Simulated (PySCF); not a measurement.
C10H10.
Atom-mapped SMILES: `[CH2:1]=[CH:2][C:3](=[CH2:4])[c:5]1[cH:6][cH:7][cH:8][cH:9][cH:10]1`

Structure used (GFN2-xTB), in Å, numbered top down from 1:
```
atom  x, y, z in Å
C1    -2.1779    1.0155    0.9575
C2    -2.3337   -0.0611    0.1959
C3    -1.2471   -0.7599   -0.4758
C4    -1.4682   -1.8367   -1.2290
C5     0.1283   -0.2322   -0.2949
C6     0.9206   -0.6820    0.7541
C7     2.2025   -0.1897    0.9229
C8     2.7044    0.7573    0.0462
C9     1.9199    1.2090   -1.0015
C10    0.6377    0.7177   -1.1716
H11   -1.2074    1.4509    1.1303
H12   -3.0141    1.4982    1.4339
H13   -3.3203   -0.4789    0.0382
H14   -0.6638   -2.3524   -1.7255
H15   -2.4593   -2.2350   -1.3718
H16    0.5263   -1.4211    1.4370
H17    2.8111   -0.5466    1.7411
H18    3.7049    1.1421    0.1788
H19    2.3076    1.9467   -1.6889
H20    0.0232    1.0690   -1.9883
```

NICS = −σ at a ghost point: NICS(0) at the centroid of the ring atoms, NICS(1) 1 Å to either side along the normal of their mean plane, zz for the tensor component along that normal. Level: GIAO PBE0/pcSseg-1 (PySCF, non-relativistic, gas phase) on the GFN2-xTB geometry, one conformer.

Ring bond lengths (Å), with Mayer bond orders in brackets: C5–C6 1.389 (1.41), C6–C7 1.384 (1.43), C7–C8 1.385 (1.43), C8–C9 1.385 (1.43), C9–C10 1.384 (1.43), C10–C5 1.389 (1.41).

Q: What do the NICS probes read (ppm)?

A: 
| ring | type | NICS(0) | NICS(1), two faces | NICS(1)zz, two faces | rms pucker (Å) | centre to ring atoms, mean (Å) |
| --- | --- | --- | --- | --- | --- | --- |
| C5–C6–C7–C8–C9–C10 | 6-membered carbocycle; formal bonds all aromatic | -8.4 | -10.8 / -11.2 | -29.3 / -29.6 | 0.00 | 1.39 |

Q: What can be read from them?

A: 
- C5–C6–C7–C8–C9–C10: mean NICS(1)zz -29.5 ppm, shielded. The ring is flat and has no four-coordinate atom; by the NICS criterion it is aromatic.

Q: How equal are the bonds by HOMA? HOMA = 1 − mean of α(R − Ropt)² over the ring bonds, with Krygowski's 1993 parameters (CC: Ropt 1.388 Å, α 257.7 Å⁻²).

A: 
- C5–C6–C7–C8–C9–C10: HOMA 1.00 = 1 − EN − GEO, with mean bond length 1.386 Å, EN = α(Ropt − mean)² = 0.001 and GEO = α × variance = 0.002. The geometric and the magnetic index point the same way.

Time: 54 s. Hardware: Arm Neoverse V1, one thread, on a shared host. This is the whole shielding run at PBE0/pcSseg-1, SCF included.
